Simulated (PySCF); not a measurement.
## C₆ coefficients of unlike pairs at B97-3

Calculated with PySCF 2.14 from the dipole response of each species, C₆(A,B) = (3/π) ∫ α_A(iu) α_B(iu) du, in atomic units, from isotropic polarisabilities. For ions this is the dispersion term alone; charge-induced terms of lower order in 1/R come first.

```
species       configuration                                        basis      relativity  α (bohr³)  C₆ (like pair)
   Pt³⁺  [Xe] 4f14 5d7 (4F)    aug-cc-pVTZ-PP with ECP60MDF (6s6p5d3f2g)  core potential      6.366           35.97
   Ne³⁺   [He] 2s2 2p3 (4S)                       dyall-av3z (15s9p3d2f)            none     0.6758          0.5944
    Ar⁺   [Ne] 3s2 3p5 (2P)                    def2-QZVPPD (10s7p5d2f1g)            none      6.927           31.18
   In³⁺      [Kr] 4d10 (1S)  aug-cc-pwCVTZ-PP with ECP28MDF (8s7p6d4f1g)  core potential      3.356           14.46
```

(1) Estimate C₆ for Ar⁺ with Pt³⁺.

No spin-orbit coupling is included.

The other pairs:

```
      pair     C₆
In³⁺, Pt³⁺  22.52
 Ar⁺, Ne³⁺  3.985
Ne³⁺, Pt³⁺  4.520
 In³⁺, Ar⁺  19.99
In³⁺, Ne³⁺  2.922
```

Results:

(1) The integral gives 32.90. The combination rule 2 C_A C_B / (C_A α_B/α_A + C_B α_A/α_B) gives 33.09 and the geometric mean 33.49.
